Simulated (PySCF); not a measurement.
## How methods differ on the excitation energy of C⁺

C⁺ [He] 2s2 2p1 (2P) → C⁺ [He] 2s2 3d1 (2D), as a difference of total energies. Computed with PySCF 2.14 in x2c-TZVPPall with one added diffuse shell each of s, p, d type (6s4p3d1f, 40 functions), with the spin-free X2C one-electron Hamiltonian (Gaussian nucleus). Correlated levels: valence: 1s2 frozen. The calculations carry no spin-orbit coupling.

| method | excitation energy (eV) | error (eV) |
| --- | --- | --- |
| UHF | 18.465 | +0.424 |
| MP2 (valence) | 18.431 | +0.390 |
| SCS-MP2 (valence) | 18.393 | +0.352 |
| CCSD (valence) | 18.490 | +0.449 |
| CCSD(T) (valence) | 18.500 | +0.459 |
| CCSDT (valence) | 18.501 | +0.460 |

Reference: 18.041 eV (measured; NIST levels, between the centres of gravity of the two terms).

Errors of the correlated levels include the incompleteness of this basis and the frozen core.

The promoted electron is Rydberg-like, and one or two diffuse shells describe it only roughly, which tends to raise the upper state.

The coupled-cluster amplitudes are large for the upper state (T1 above 0.03 or a double amplitude above 0.15), so a single reference is strained.
